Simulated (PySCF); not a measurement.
Spectrum to structure. Level of theory: TDDFT CAM-B3LYP/def2-SVPD, vertical, gas phase, core orbitals frozen in the response (PySCF 2.14.0, density-fitted response routines). Geometries: GFN2-xTB, one conformer each.

```json
{"state": "S1", "E (eV)": "5.59", "f": "0.0003", "main configurations (H = HOMO, L = LUMO)": "H-1→L (67%), H-2→L+1 (9%), H→L+1 (8%)"}
{"state": "S2", "E (eV)": "5.83", "f": "0.013", "main configurations (H = HOMO, L = LUMO)": "H-1→L+1 (39%), H→L (36%), H-2→L (15%)"}
{"state": "S3", "E (eV)": "5.88", "f": "0.0019", "main configurations (H = HOMO, L = LUMO)": "H→L+1 (41%), H-2→L+1 (36%), H-1→L (16%)"}
{"state": "S4", "E (eV)": "6.40", "f": "0.080", "main configurations (H = HOMO, L = LUMO)": "H→L (45%), H-2→L (33%)"}
{"state": "S5", "E (eV)": "7.18", "f": "0.0000", "main configurations (H = HOMO, L = LUMO)": "H-2→L+1 (48%), H→L+1 (44%)"}
{"state": "S6", "E (eV)": "7.39", "f": "0.0040", "main configurations (H = HOMO, L = LUMO)": "H→L+2 (58%), H→L+3 (13%), H-2→L (11%)"}
{"state": "S7", "E (eV)": "7.52", "f": "0.0014", "main configurations (H = HOMO, L = LUMO)": "H-1→L+2 (83%)"}
{"state": "S8", "E (eV)": "7.71", "f": "0.072", "main configurations (H = HOMO, L = LUMO)": "H-2→L+2 (45%), H→L+4 (22%)"}
```

Problem. Which structure fits? All have the formula C2H7NSi2.
A. `C(#N)C([SiH3])[SiH3]`
B. `C(C#N)[SiH2][SiH3]`
C. `C#C[SiH2]N[SiH3]`
D. `N[SiH2]C#C[SiH3]`
E. `N#C[SiH2]C[SiH3]`

Solution. D. Its S1, at 5.59 eV, is the lowest among the candidates; the nearest of the others has S1 at 6.05 eV. S1 is HOMO-1→LUMO (67%), HOMO-2→LUMO+1 (9%), HOMO→LUMO+1 (8%). Löwdin shares by element: HOMO nitrogen 51%, carbon 30%, silicon 5% or more; LUMO carbon 41%, silicon 30% (atoms not listed hold the other 30%). At the same level the other candidates give, for their lowest levels:
- `N#C[SiH2]C[SiH3]`: 7.19 eV (f 0.001); 7.47 eV (f 0.011); 7.49 eV (f 0.010); 7.97 eV (f 0.071); 8.30 eV (f 0.012); T1 5.99 eV; HOMO -10.54, LUMO 0.36 eV
- `N#CC([SiH3])[SiH3]`: 7.22 eV (f 0.002); 7.55 eV (f 0.027); 7.66 eV (f 0.017); 7.85 eV (f 0.013); 8.08 eV (f 0.000); T1 6.30 eV; HOMO -9.97, LUMO 0.57 eV
- `C#C[SiH2]N[SiH3]`: 6.05 eV (f 0.002); 6.13 eV (f 0.001); 6.42 eV (f 0.002); 6.48 eV (f 0.000); 6.90 eV (f 0.004); T1 5.10 eV; HOMO -8.83, LUMO 0.56 eV
- `N#CC[SiH2][SiH3]`: 7.35 eV (f 0.034); 7.49 eV (f 0.011); 7.65 eV (f 0.020); 7.70 eV (f 0.025); 7.90 eV (f 0.055); T1 6.40 eV; HOMO -10.06, LUMO 0.43 eV

The values belong to the conformer `[NH2:1][SiH2:2][C:3]#[C:4][SiH3:5]`: H–N1–Si2–C3 69°, H–N1–Si2–C3 -69°.
Triplets come from the Tamm–Dancoff approximation.
